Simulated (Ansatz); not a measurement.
Consider the ligand exchange at a Ga–O bond: `[AlH2][O][GaH2]` + CH₃SH → `C[S][GaH2]` + `[OH][AlH2]`.

Calculated with Ansatz (gas phase, PBE0-D4/def2-TZVP geometries, no zero-point term in ΔE). CCSD(T)/CBS adds triple-zeta CCSD(T) − MP2 to the extrapolated MP2 energy (def2 sets, frozen cores). This one scheme is used for every species. Functionals use def2-TZVPP. For Ga outer-core shells are correlated without core-valence functions, which leaves a few kJ/mol of doubt a bond. Scalar relativity is left out up to krypton.

Task: Is it downhill or uphill in electronic energy at CCSD(T)/CBS, and by how much? (An estimate is asked.)

Result: Computed: Downhill: ΔE = -19.7 kJ/mol.

Task: What do these levels give: PBE-QIDH, CAM-B3LYP, MP2/def2-SVP, CCSD/def2-SVP, CCSD(T)/def2-TZVPP, MP2/CBS(def2)? (Best estimate.)

Result: Computed: PBE-QIDH -18.4, CAM-B3LYP -8.6, MP2/def2-SVP -0.9, CCSD/def2-SVP 1.3, CCSD(T)/def2-TZVPP -12.1, MP2/CBS(def2) -21.3 kJ/mol.

Largest T1 diagnostic among the species: 0.015.

Leaving LDA and LC-ωPBE aside and taking each functional with its dispersion term where it has one, the values, not all of them listed here, spread over 17.4 kJ/mol, from PBE-D4 to CAM-B3LYP-D4. LDA lies −3.1 kJ/mol from PBE without D4. From BLYP to BHLYP (50 % exact exchange), in def2-TZVPP and without D4, ΔE moves by +4.2 kJ/mol. At CCSD(T), def2-SVP lies +18.9 kJ/mol from the extrapolated value and def2-TZVPP +7.6 kJ/mol.
